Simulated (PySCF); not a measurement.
PySCF input file for Ge(F)3(NCO) (CF3GeNO), SMILES [F][Ge]([N]=C=O)([F])[F], B3LYP-D3(BJ)/def2-SVP. Geometry optimised at B3LYP-D3(BJ)/def2-SVP. This is a generated structure with no PubChem entry under its InChIKey; it may be hypothetical. The values are those of a single conformer.

```python
import numpy as np
from pyscf import gto, scf, dft, df
from pyscf.hessian import thermo

mol = gto.M(
    atom='''
    O    -0.07641494    3.44576243    0.00000001
    C     0.16560733    2.30797427   -0.00000002
    N     0.48917855    1.14126551   -0.00000007
    Ge    0.00703533   -0.56667912   -0.00000000
    F    -1.69669046   -0.74467972    0.00000024
    F     0.62436142   -1.36483079   -1.37982418
    F     0.62436182   -1.36483079    1.37982400
    ''',
    basis='def2-SVP',
    charge=0,
    spin=0,
    max_memory=1600,
    verbose=3,
)
mf = dft.RKS(mol, xc='b3lyp').density_fit(auxbasis='def2-universal-jkfit')
mf.disp = 'd3bj'
mf.grids.level = 3
mf.conv_tol = 1e-11
mf.max_cycle = 100
mf.kernel()

# [left out here: the lines that compute and print the analytic Hessian (its translational invariance restored by hand, since the grid's response is missing), thermochemistry and intensities]
```

It prints:

```
converged SCF energy = -2544.17364251426

WARN: DFTD3 does not support analytical Hessian, using finite difference


WARN: Mole.unit (angstrom) is changed to Bohr

Mode                                 0                   1                   2
Irrep
Freq [cm^-1]                       14.9649             47.9417            199.2666
Reduced mass [au]                  16.5528             16.8950             17.5182
Force const [Dyne/A]                0.0022              0.0229              0.4098
Char temp [K]                      21.5312             68.9774            286.7003
Normal mode                   x     y     z       x     y     z       x     y     z
       0   O                 0.00  0.00  0.14   -0.13 -0.07  0.00   -0.00 -0.00 -0.01
       1   C                 0.00  0.00  0.01   -0.01 -0.04  0.00    0.00 -0.00  0.04
       2   N                -0.00  0.00 -0.15    0.12 -0.01 -0.00    0.00 -0.00  0.12
       3  Ge                -0.00 -0.00 -0.02    0.02  0.01 -0.00    0.00  0.00  0.00
       4   F                -0.00 -0.00 -0.01    0.01  0.13 -0.00    0.00 -0.00 -0.12
       5   F                 0.00 -0.09  0.03   -0.03 -0.03  0.00   -0.09 -0.08  0.00
       6   F                -0.00  0.09  0.03   -0.03 -0.03 -0.00    0.09  0.08  0.00
Mode                                 3                   4                   5
Irrep
Freq [cm^-1]                      202.0820            258.1988            263.7866
Reduced mass [au]                  17.3333             20.8932             20.7285
Force const [Dyne/A]                0.4170              0.8207              0.8498
Char temp [K]                     290.7509            371.4906            379.5302
Normal mode                   x     y     z       x     y     z       x     y     z
       0   O                -0.01 -0.05  0.00   -0.01  0.06  0.00   -0.00  0.00 -0.01
       1   C                 0.05 -0.04 -0.00   -0.02  0.05 -0.00   -0.00  0.00  0.05
       2   N                 0.11 -0.02 -0.00   -0.04  0.05 -0.00   -0.00  0.00  0.13
       3  Ge                -0.00  0.01 -0.00    0.05  0.02  0.00    0.00  0.00 -0.06
       4   F                 0.01 -0.10  0.00    0.06 -0.06 -0.00    0.00 -0.00  0.11
       5   F                -0.05  0.08 -0.07   -0.10 -0.07 -0.01    0.05 -0.06 -0.00
       6   F                -0.05  0.08  0.07   -0.10 -0.07  0.01   -0.05  0.06 -0.00
Mode                                 6                   7                   8
Irrep
Freq [cm^-1]                      270.0355            529.1310            608.6651
Reduced mass [au]                  21.3688             16.9045             12.7219
Force const [Dyne/A]                0.9181              2.7886              2.7769
Char temp [K]                     388.5209            761.3018            875.7336
Normal mode                   x     y     z       x     y     z       x     y     z
       0   O                 0.02  0.01 -0.00    0.07 -0.10 -0.00    0.00  0.00  0.10
       1   C                -0.04 -0.01 -0.00   -0.10 -0.12  0.00   -0.00 -0.00 -0.25
       2   N                -0.11 -0.02 -0.00   -0.07 -0.08  0.00    0.00 -0.00  0.09
       3  Ge                 0.03 -0.05  0.00    0.01  0.05 -0.00    0.00  0.00  0.00
       4   F                 0.02  0.10 -0.00    0.03  0.00 -0.00    0.00 -0.00  0.00
       5   F                -0.02  0.05 -0.08   -0.01  0.01  0.03    0.00 -0.00 -0.00
       6   F                -0.02  0.05  0.08   -0.01  0.01 -0.03   -0.00  0.00 -0.00
Mode                                 9                  10                  11
Irrep
Freq [cm^-1]                      633.0349            734.6517            782.4488
Reduced mass [au]                  13.2404             20.9222             23.5144
Force const [Dyne/A]                3.1261              6.6530              8.4820
Char temp [K]                     910.7962           1057.0003           1125.7696
Normal mode                   x     y     z       x     y     z       x     y     z
       0   O                -0.07 -0.05  0.00    0.00  0.02  0.00    0.00 -0.00 -0.00
       1   C                 0.22  0.01 -0.00   -0.02  0.01  0.00   -0.00 -0.00  0.00
       2   N                -0.13 -0.05  0.00    0.02  0.01  0.00    0.00 -0.00 -0.00
       3  Ge                 0.00  0.01 -0.00   -0.02 -0.04 -0.00   -0.06  0.02  0.00
       4   F                 0.02  0.01 -0.00    0.13  0.01 -0.00    0.15  0.02 -0.00
       5   F                -0.01  0.01  0.02   -0.04  0.05  0.09    0.03 -0.04 -0.07
       6   F                -0.01  0.01 -0.02   -0.04  0.05 -0.09    0.03 -0.04  0.07
Mode                                12                  13                  14
Irrep
Freq [cm^-1]                      785.7812           1500.5554           2431.4122
Reduced mass [au]                  23.4928             14.7878             12.7361
Force const [Dyne/A]                8.5465             19.6181             44.3611
Char temp [K]                    1130.5642           2158.9651           3498.2608
Normal mode                   x     y     z       x     y     z       x     y     z
       0   O                -0.00  0.00 -0.00   -0.03  0.15  0.00    0.02 -0.09 -0.00
       1   C                 0.00  0.00  0.00   -0.00 -0.02  0.00   -0.05  0.24  0.00
       2   N                -0.00  0.00 -0.00    0.03 -0.20 -0.00    0.02 -0.10 -0.00
       3  Ge                 0.00 -0.00  0.06    0.00  0.01 -0.00    0.00  0.00 -0.00
       4   F                -0.00 -0.00 -0.00    0.00  0.00 -0.00    0.00  0.00 -0.00
       5   F                 0.05 -0.06 -0.11    0.00  0.00  0.00   -0.00  0.00  0.00
       6   F                -0.05  0.06 -0.11    0.00  0.00 -0.00   -0.00  0.00 -0.00
temperature 298.1500 [K]
pressure 101325.00 [Pa]
Rotational constants [GHz] 3.47045 1.12616 1.12382
Symmetry number 1
Zero-point energy (ZPE) 0.02110 [Eh]   55398.802 [J/mol]
                           tot       elec      trans        rot        vib
Entropy [J/mol/K]       390.885      0.000    172.918    120.010     97.957
Cv [J/mol/K]            101.162      0.000     12.472     12.472     76.218
Cp [J/mol/K]            109.476      0.000     20.786     12.472     76.218
Internal energy [J/mol]                      3718.434   3718.434  68637.975
Internal energy [Eh]   -2544.14467  -2544.17364
Enthalpy [J/mol]                             6197.391   3718.434  68637.975
Enthalpy [Eh]          -2544.14372
Gibbs free energy [J/mol]                  -45358.053 -32062.599  39432.159
Gibbs free energy [Eh] -2544.18811
static polarisability / bohr^3: [[27.025 -2.834 -0.   ]
 [-2.832 55.651  0.   ]
 [ 0.     0.    26.119]]
largest difference of analytic and finite-field dipole derivatives / e: 0.0010975622108357896
mode   freq/cm-1   IR/(km/mol)   Raman/(A^4/amu)   depolarisation
   1       14.96         0.034             1.868            0.750
   2       47.94         0.298             1.873            0.746
   3      199.27         0.026             0.624            0.750
   4      202.08         0.090             0.684            0.746
   5      258.20        39.022             1.356            0.719
   6      263.79        39.210             0.281            0.750
   7      270.04        63.510             1.149            0.561
   8      529.13        51.982             6.965            0.095
   9      608.67        32.123             0.098            0.750
  10      633.03        41.052             4.001            0.035
  11      734.65        87.040             6.630            0.001
  12      782.45        86.977             1.706            0.723
  13      785.78        86.811             1.762            0.750
  14     1500.56        48.268            14.555            0.226
  15     2431.41      1288.714             0.655            0.750
max |gradient| / (hartree/bohr): 0.00012139267872092143
APT charges: [-0.7128  1.2998 -1.2294  2.4366 -0.6002 -0.597  -0.597 ]
```

The run converged.

Cost: very roughly 4 core-minutes.
